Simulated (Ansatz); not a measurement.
CH₃BClFOSi, SMILES `FB1OC[SiH]1Cl`. Total charge 0; spin multiplicity 1. All single points use the PBE0-D4/def2-TZVP geometry.

```xyz
9

F     0.857    2.597    0.074
B     0.407    1.365    0.094
O    -0.003    0.759    1.241
C    -0.375   -0.602    0.845
Si   -0.027   -0.270   -1.001
Cl    1.465   -1.407   -1.835
H    -1.409   -0.788    1.142
H     0.282   -1.313    1.347
H    -1.199   -0.341   -1.908
```

(1) What is the dipole moment at r2SCAN/def2-TZVPP? (Best estimate.)

(2) And with PBE, B3LYP, ωB97M-V? (Estimate.)

(3) Give the Mulliken charges with r2SCAN, B3LYP, ωB97M-V in def2-TZVPP. (An estimate is asked.)

Results:

(1) The calculation gave: 1.80 D, with components (-1.31, -1.23, 0.04) D in this frame, pointing from negative to positive charge.

(2) Ansatz gave: PBE 1.73 D, B3LYP 1.88 D, ωB97M-V 1.87 D.

(3) The calculation gave: 
```csv
atom,r2SCAN,B3LYP,ωB97M-V
F1,-0.26,-0.23,-0.23
B2,0.39,0.39,0.35
O3,-0.25,-0.24,-0.23
C4,-0.04,-0.11,-0.16
Si5,0.33,0.28,0.24
Cl6,-0.24,-0.24,-0.20
H7,0.07,0.11,0.12
H8,0.08,0.11,0.12
H9,-0.07,-0.06,-0.01
```

B3LYP here is the variant with VWN-RPA as its local correlation; programs differ in this.
